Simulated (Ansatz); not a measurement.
Consider the silylene loss: `F[CH2][SnH2][SiH3]` → `F[CH2][SnH3]` + `[SiH2]`.

Program: Ansatz. Geometries: PBE0-D4/def2-TZVP. ΔE: electronic, gas phase. CCSD(T)/CBS adds triple-zeta CCSD(T) − MP2 to the extrapolated MP2 energy (def2 sets, frozen cores). This one scheme is used for every species. DFT in def2-TZVPP. B3LYP here is the variant with VWN-RPA as its local correlation; programs differ in this. def2 core potentials past Kr. For Sn outer-core shells are correlated without core-valence functions, which leaves a few kJ/mol of doubt a bond. One conformer a species, not always the lowest.

```
             level  ΔE (kJ/mol)  difference from CCSD(T)/CBS
            PBE-D4        276.2                          7.4
         r2SCAN-D4        287.3                         18.5
          B3LYP-D4        262.1                         -6.7
           ωB97M-V        258.3                        -10.5
               PBE        268.7                         -0.1
              PBE0        275.6                          6.8
             B3LYP        250.2                        -18.6
     HF/def2-TZVPP        239.7                        -29.1
    MP2/def2-TZVPP        277.6                          8.8
SCS-MP2/def2-TZVPP        263.3                         -5.5
CCSD(T)/def2-TZVPP        257.5                        -11.3
    MP2/def2-QZVPP        284.2                         15.4
SCS-MP2/def2-QZVPP        269.8                          1.0
      HF/CBS(def2)        240.0                        -28.8
     MP2/CBS(def2)        288.9                         20.1
    CCSD/CBS(def2)        263.9                         -4.9
       CCSD(T)/CBS        268.8                            0
```

Largest T1 diagnostic among the species: 0.014.

In def2-TZVPP, CCSD(T) changes the Hartree–Fock value by +17.8 kJ/mol (the triples alone add +5.0 kJ/mol) and MP2 by +37.9 kJ/mol. The D4 term adds +11.9 kJ/mol with B3LYP and +6.7 kJ/mol with PBE0; it sums over pairs of atoms, weighted by their polarisabilities, and B3LYP, whose exchange is more repulsive, gets the larger term. From PBE to PBE0 (25 % exact exchange), in def2-TZVPP and without D4, ΔE moves by +6.9 kJ/mol.
